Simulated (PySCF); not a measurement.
Compound: C4H11N2Si (doublet state).
Geometry (GFN2-xTB, Å), atoms numbered from 1 in this order:
```
atom  x, y, z in Å
C1    -1.7733    2.1216    0.1715
C2    -1.1837    0.9430    0.2390
C3    -0.7125    0.1510   -0.9499
C4    -1.3855   -1.2179   -0.9740
N5     0.7276    0.0056   -0.9279
Si6    1.5858   -1.0938    0.0804
N7     3.2480   -0.7345   -0.2739
H8    -2.0698    2.6673    1.0517
H9    -1.9925    2.5904   -0.7746
H10   -0.9632    0.4860    1.1947
H11   -0.9833    0.6924   -1.8685
H12   -2.4592   -1.1015   -1.1017
H13   -0.9890   -1.8075   -1.7958
H14   -1.1919   -1.7454   -0.0436
H15    1.1882    0.8959   -1.0800
H16    1.4884   -0.9302    1.5382
H17    3.5135   -0.6435   -1.2413
H18    3.9437   -1.2726    0.2144
```

The hyperfine couplings belong to this conformer and change with its torsions.

The species is `C=C[C@H](C)N[SiH]N` [radical].

Method used: UKS B3LYP, pcH-1 on C H N Si, non-relativistic, mean-field spin-orbit, GIAO in PySCF. The structure is a single GFN2-xTB conformer in the gas phase; no vibrational or solvent corrections. The geometry wasn't refined by DFT: couplings that depend on bond lengths, twists or pyramidal angles can differ widely from those at the functional's own minimum, by a factor of two or more for some ions and for spin on atoms past the first row. Stability of the SCF solution: not tested.

Principal values of hyperfine tensors in MHz (contact, dipolar and spin–orbit terms together), for some of the nuclei:

| atom | isotope | A1 | A2 | A3 |
| --- | --- | --- | --- | --- |
| Si6 | 29Si | -729.94 | -529.25 | -524.22 |
| H16 | 1H | 195.77 | 201.91 | 210.07 |
| N5 | 14N | 31.23 | 31.33 | 39.62 |
| H17 | 1H | -17.51 | -10.85 | 3.88 |
| H18 | 1H | -15.96 | -9.83 | 4.62 |
| H12 | 1H | 3.73 | 4.24 | 7.87 |
| H14 | 1H | 0.03 | 3.00 | 12.35 |
| C4 | 13C | 2.88 | 3.82 | 7.09 |

(1) Give the isotropic coupling of each nucleus in MHz and in mT (g = 2.0024), and the anisotropic part.

(2) What spin density at the nucleus of C4 lies behind its contact coupling (g_N = 1.40482)?

(3) H15 (1H, g_N = 5.58569) isn't in the table. Its spin density at the nucleus is 0.008497 bohr⁻³. What is its contact coupling?

(4) Which nucleus of the table has the largest anisotropic coupling, and what is its form?

Answers

(1) a_iso = (A1 + A2 + A3)/3, Ti = Ai − a_iso; 1 mT corresponds to 28.026 MHz. The tensors hold a spin–orbit part: the run splits a_iso into a_FC + a_SO, and T includes its anisotropic share.

```csv
atom,a_iso (MHz),a_FC,a_SO,a_iso (mT),T1,T2,T3
Si6,-594.47,-595.32,0.86,-21.211,-135.47,65.22,70.25
H16,202.58,202.58,0.01,7.228,-6.81,-0.68,7.49
N5,34.06,34.05,0.01,1.215,-2.83,-2.73,5.56
H17,-8.16,-8.19,0.02,-0.291,-9.35,-2.69,12.04
H18,-7.06,-7.08,0.02,-0.252,-8.91,-2.77,11.68
H12,5.28,5.28,0.00,0.188,-1.55,-1.04,2.59
H14,5.13,5.12,0.00,0.183,-5.10,-2.13,7.23
C4,4.60,4.60,0.00,0.164,-1.72,-0.77,2.49
```

(2) a_FC = 800.24 MHz bohr³ × g_N × ρ(0)/(2S). With a_FC = 4.60 MHz and 2S = 1, ρ(0) = 0.004091 bohr⁻³.

(3) By the same relation, a_FC = 38.0 MHz. Its full tensor has the principal values 33.38, 36.62, 43.98 MHz.

(4) Si6: -135.5, 65.2, 70.2 MHz (the dipolar term alone has -134.6, 64.9, 69.7), nearly axial, close to the ratio +1:+1:−2, the form that spin in one p orbital centred on that nucleus gives (the nuclear moment is negative).
